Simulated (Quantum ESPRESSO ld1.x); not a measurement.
All-electron atom: the argon ion Ar4+ in [Ne] 3s1.75 3p2 4f0.25 (fractional occupations, a model configuration). Calculated with ld1.x of Quantum ESPRESSO 7.5: scalar-relativistic Kohn-Sham, LDA (Slater exchange, VWN5 correlation), spin-polarised, spherical densities, point nucleus; open shells are filled with parallel spins first.

Unscreened Slater integrals over Kohn-Sham orbitals (hartree). They are taken over the spin-up orbitals.

F0(4f,4f): 0.25694
F2(4f,4f): 0.13876
F4(4f,4f): 0.091308
F6(4f,4f): 0.067070
F0(4f,3p): 0.32225
F2(4f,3p): 0.086299
G2(4f,3p): 0.044468
G4(4f,3p): 0.029238
F0(4f,3s): 0.32336
G3(4f,3s): 0.029368
F0(4f,2p): 0.32685
F2(4f,2p): 0.010101
G2(4f,2p): 0.00048449
G4(4f,2p): 0.00031027
F0(3p,3p): 0.68443
F2(3p,3p): 0.34928
F0(3p,3s): 0.70298
G1(3p,3s): 0.47108
F0(3p,2p): 0.92260
F2(3p,2p): 0.18405
G0(3p,2p): 0.076071
G2(3p,2p): 0.077649
F0(3s,3s): 0.72359
F0(3s,2p): 0.95617
G1(3s,2p): 0.081833
F0(2p,2p): 2.4408
F2(2p,2p): 1.1353

Derived for the open shells (J is the average intra-shell exchange parameter used in DFT+U). 3p: J = F2/5 = 0.06986 hartree; in LS coupling 1D lies 6 F2/25 = 0.08383 hartree above 3P. 4f: F4/F2 = 0.658, F6/F2 = 0.483, J = (286 F2 + 195 F4 + 250 F6)/6435 = 0.01154 hartree.
